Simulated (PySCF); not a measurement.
C5H6BF2O (doublet state).
Z-matrix (Å and degrees, GFN2-xTB geometry), rows numbered from 1:
```
C 
B   1  1.5095
O   2  1.3710  1  114.90
C   3  1.3395  2  127.65  1   178.26
F   4  1.3784  3  115.04  2    15.67
C   4  1.4787  3  120.55  2   163.36
C   6  1.3088  4  148.61  3   -62.81
C   6  1.4740  4   62.45  3   110.71
F   8  1.3607  4  119.69  6   109.06
H   1  1.0773  2  122.33  3     1.03
H   1  1.0766  2  123.35  3  -178.54
H   2  1.1756  1  123.64  3  -179.61
H   7  1.0777  6  121.31  4    -7.76
H   7  1.0784  6  121.29  4   172.70
H   8  1.0853  4  118.12  6  -110.56
```

The hyperfine couplings belong to this conformer and change with its torsions.

Identity: `[CH2]BO[C@@]1(F)C(=C)[C@H]1F` [radical].

Theory: UKS B3LYP, pcH-1 on B C F H O, non-relativistic, mean-field spin-orbit, GIAO in PySCF 2.14.0. Isolated species at its GFN2-xTB geometry (one conformer only). A GFN2-xTB geometry isn't a minimum of the functional, and hyperfine couplings can be far from their values at a DFT geometry. The SCF solution wasn't tested for stability.

Largest spin populations (Mulliken): C1 (+0.93), B2 (+0.07) and O3 (+0.07). No atom but C1 exceeds +0.15. The angles at C1 add up to 360.0°, so it is planar; its axial dipolar tensor and the negative couplings of its protons fit spin in a p orbital normal to that plane.

**Question.** McConnell's relation a(H) = Q·ρ ties the coupling of a proton on a planar π carbon to the spin population of that carbon. What Q do the computed values give?

**Answer.** 
```csv
H,C,ρ(C),a(H) (G),a/ρ (G)
H10,C1,+0.933,-18.58,-19.9
H11,C1,+0.933,-18.77,-20.1
```

These protons share one ρ (within 0.01), so their mean ratio, Q = -20.0 G, is no test of linearity. In every row coupling and population have opposite signs.

Couplings in gauss use g_iso = 2.0029.
